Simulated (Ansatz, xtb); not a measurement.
## Relative energy of two isomers of C3H8OSi

Structure I: `C=C([SiH3])OC`, a singlet. Structure II: `CO/C=C\[SiH3]`, a singlet. Both are isolated molecules in the gas phase, relaxed with PBE-D3(BJ)/def2-SVP; the shapes shown needn't be the lowest conformers.

I (Å):

```xyz
13

C     0.3123   -1.1253   -1.3984
C     0.8594    0.0734   -1.0772
C    -0.6244    0.4571    0.7475
O     0.4599    0.8899   -0.0571
Si    2.3150    0.8356   -2.0235
H     0.7221   -1.6933   -2.2448
H    -0.5325   -1.5757   -0.8556
H     3.4806    1.0541   -1.0985
H     2.7139   -0.1021   -3.1280
H     1.9192    2.1647   -2.6057
H    -0.7921    1.2439    1.5059
H    -0.3935   -0.5050    1.2584
H    -1.5506    0.3223    0.1443
```

II (Å):

```csv
atom,x (Å),y (Å),z (Å)
C,-2.5502,2.7972,0.2385
C,-0.4334,1.7469,0.2450
C,0.4005,0.6936,0.0914
O,-1.7680,1.6320,0.0314
Si,-0.1968,-1.0050,-0.4210
H,-3.5976,2.5271,0.0091
H,-2.2385,3.6267,-0.4352
H,-2.4935,3.1483,1.2933
H,-0.0873,2.7551,0.5493
H,1.4680,0.8816,0.2838
H,-0.8654,-0.9859,-1.7716
H,-1.1850,-1.5768,0.5627
H,0.9843,-1.9358,-0.4949
```

Question: Estimate which is lower in electronic energy at CCSD(T)/def2-SVP + ΔMP2/def2-TZVPP, and by roughly how much.

Answer: Too close to call at this level: CCSD(T)/def2-SVP + ΔMP2/def2-TZVPP gives E(II) − E(I) = −1.05 kcal/mol.

Level by level:

```tsv
level	geometry	E(II) − E(I) (kcal/mol)	departure from the last row (kcal/mol)	job, with rough time for the two
GFN2-xTB	GFN2-xTB	+0.51	+1.55	optimisation, 0.11 s
HF/STO-3G	GFN2-xTB	−1.01	+0.04	single point, 0.32 s
r2SCAN-D4/def2-SVP	GFN2-xTB	−2.31	−1.26	single point, 4.6 s
PBE-D3(BJ)/def2-SVP	PBE-D3(BJ)/def2-SVP	−1.94	−0.90	optimisation, 41 s
HF/def2-SVP	PBE-D3(BJ)/def2-SVP	−3.37	−2.33	part of the CCSD(T) run
MP2/def2-SVP	PBE-D3(BJ)/def2-SVP	−1.99	−0.94	part of the CCSD(T) run
CCSD(T)/def2-SVP	PBE-D3(BJ)/def2-SVP	−1.97	−0.93	single point
CCSD(T)/def2-SVP + ΔMP2/def2-TZVPP	PBE-D3(BJ)/def2-SVP	−1.05		single point, 43 s
```

As drawn, both hold the same kinds of bond in the same numbers.

GFN2-xTB puts the two in the other order. The largest departure from CCSD(T)/def2-SVP + ΔMP2/def2-TZVPP is that of HF/def2-SVP, 2.33 kcal/mol. The last row adds to CCSD(T) the change of the MP2 difference between the two basis sets, here +0.93 kcal/mol.

With thermal terms from frequencies at re-optimised GFN2-xTB minima (ideal gas, soft modes damped towards free rotors, one conformer each, 298.15 K, 1 atm): the zero-point term adds −0.15 kcal/mol; ΔH is −1.04 and ΔG −1.74 kcal/mol.

The correlated steps freeze 9 core orbitals. Codes used: Ansatz 0.2.0, xtb 6.7.1; the last row on 2 threads of Arm Neoverse V2 on a shared host.
